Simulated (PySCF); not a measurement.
# FeCl2: PBE0 against B3LYP

Base calculation in PySCF with density fitting and no spin–orbit coupling, PBE0/def2-TZVP (no relativity): quintet, D∞h, Fe–Cl 2.136 Å (×2); wavenumbers 84 (×2), 349, 498 cm⁻¹; polar-tensor charge of Fe 1.26 e, atomisation energy (no zero-point energy) 818 kJ/mol.

Problem. What changes on going to B3LYP/def2-TZVP (no relativity)?

Solution. The point group stays the same. Changes: mean bond to Fe +0.010 Å, highest wavenumber -9 cm⁻¹, lowest wavenumber -3 cm⁻¹, polar-tensor charge of Fe -0.02 e, atomisation energy (no zero-point energy) -36 kJ/mol. The new structure has Fe–Cl 2.146 Å (×2), with wavenumbers 81 (×2), 343, 489 cm⁻¹.

Open d or f shells are single determinants, so the state found may not be the ground state. Only the bonding shown was studied: isomers, or loss of a ligand pair, can lie lower.
